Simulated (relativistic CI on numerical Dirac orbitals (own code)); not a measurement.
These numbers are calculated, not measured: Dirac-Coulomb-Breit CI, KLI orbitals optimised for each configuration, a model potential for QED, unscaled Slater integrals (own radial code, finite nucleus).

The strongest absorption lines from the ground level of an ion, among the configurations computed and to levels below about 999 eV (vacuum wavelength in nm, gf): 1.2528 (0.43), 1.2600 (0.6), 1.2607 (0.92), 1.2673 (0.5), 1.2696 (0.4), 1.2876 (0.88), 1.5803 (0.73), 4.5302 (0.97).

**Question.** Which ion is it?
A. Ba29+
B. Sm35+
C. I26+
D. Pr32+

**Answer.** A. Ba29+ has 27 electrons and the ground level 3s²3p⁶3d⁹ ²D5/2; the strongest line goes to 3s²3p⁵3d¹⁰ ²P°3/2. The pattern of lines fixes the number of electrons, and along that sequence the line energies rise steadily with the charge (about as its square where n changes within one kind of shell, about linearly where n is kept but much faster in heavy ions where fine structure, which grows about as Z⁴, sets the gap, and irregularly where shells cross), which fixes Z. Configurations outside the model, such as inner-shell arrays, can give stronger lines. At this charge energies of transitions that change n are usually good to better than 1 %, and those within a shell (Δn = 0) to a few per cent.

LS names give the leading component of a level, which can be under half, so a name can repeat, a term be missing and a line seem to break the LS rules.
